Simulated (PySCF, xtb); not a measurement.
BF2, SMILES [B](F)F (connectivity only; charge and spin as stated), charge +1, multiplicity 1.

The structure is a stationary point at ωB97X-D3(BJ)/def2-TZVP. The spin state was assumed, not searched. The isomer is the one that the SMILES or the coordinates give; other isomers of the formula were not compared.

Computed with IEF-PCM-ωB97X/def2-SVP run with PySCF.

The values are the electrostatic part of the solvation free energy, E(continuum) − E(gas) at the gas-phase geometry, in a cavity of scaled van der Waals radii (PySCF's table); cavitation and dispersion terms are not included. In vacuum the orbital gap is 19.31 eV.

| solvent | ε | ΔG(elec) (kcal/mol) | gap (eV) |
|---|---|---|---|
| water | 78.36 | -69.2 | 19.41 |
| methanol | 32.61 | -67.9 | 19.41 |
| acetone | 20.49 | -66.7 | 19.40 |

For comparison, GFN2-xTB/ALPB(water) (xtb, at the GFN2-xTB geometry, all terms of that model) gives -67.0 kcal/mol.
